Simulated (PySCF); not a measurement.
# How methods differ on the excitation energy of Ca

Ca [Ar] 4s2 (1S) → Ca [Ar] 4s1 4p1 (3P), as a difference of total energies. Calculation: PySCF 2.14, in def2-QZVPPD (11s6p4d3f, 70 functions); the non-relativistic Hamiltonian (point nucleus). Correlated levels: valence and next inner shell: [Ne] frozen. The calculations carry no spin-orbit coupling.

```csv
method,excitation energy (cm⁻¹)
UHF,8081.7
MP2 (valence and next inner shell),14459
SCS-MP2 (valence and next inner shell),15109
CCSD (valence and next inner shell),14552
CCSD(T) (valence and next inner shell),15026
```

These non-relativistic numbers lack the scalar-relativistic shift.

Errors of the correlated levels include the incompleteness of this basis and the frozen core.

For comparison: 15263 cm⁻¹ (measured; NIST levels, between the centres of gravity of the two terms).
